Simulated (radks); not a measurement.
Kr2+, 34 electrons, occupied as [Ar] 3d10 4p(up 2.5, down 2.5) 4s(up 0.5, down 0.5) (fractional occupations, a model configuration). Calculated with a radial shooting solver on a logarithmic mesh with Libxc functionals: non-relativistic Kohn-Sham, PBE, spin-polarised, spherical densities, point nucleus. Some entries of the table are withheld. Estimate them.

orbital,occ.,eigenvalue (eV),<1/r> (bohr^-1)
1s,2,-13926.66,35.50
2s,2,-1833.137,(1)
2p,6,-1660.874,7.871
3s,2,-281.1127,2.626
3p,6,-219.8680,2.518
3d,10,-110.0596,2.280
4s,1,-45.7284,0.8733
4p,5,(2),0.7579

Answer. 
(1) 2s <1/r> (bohr^-1): 7.890
(2) 4p eigenvalue (eV): -31.5452
